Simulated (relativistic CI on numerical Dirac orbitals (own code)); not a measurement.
Calculated at this level of theory: Dirac-Coulomb-Breit CI, orbitals from a KLI potential per configuration, model QED, unscaled Slater integrals (own radial code, finite nucleus).

The strongest absorption lines from the ground level of an ion, among the configurations computed and to levels below about 127 eV (vacuum wavelength in Å, gf): 169.07 (0.23), 176.90 (0.32), 207.70 (7.6), 265.14 (0.075), 300.90 (0.0026).

**Question.** Which ion is it?
A. Tc5+
B. Ag11+
C. Tc7+
D. Nb5+

**Answer.** C. Tc7+ has 36 electrons and the ground level 4s²4p⁶ ¹S0; the strongest line goes to 4s²4p⁵4d ¹P°1. The pattern of lines fixes the number of electrons, and along that sequence the line energies rise steadily with the charge (about as its square where n changes within one kind of shell, about linearly where n is kept but much faster in heavy ions where fine structure, which grows about as Z⁴, sets the gap, and irregularly where shells cross), which fixes Z. Configurations outside the model, such as inner-shell arrays, can give stronger lines. At this charge configurations can still be misplaced by up to about 7 % of their energy.

LS names give the leading component of a level, which can be under half, so a name can repeat, a term be missing and a line seem to break the LS rules.
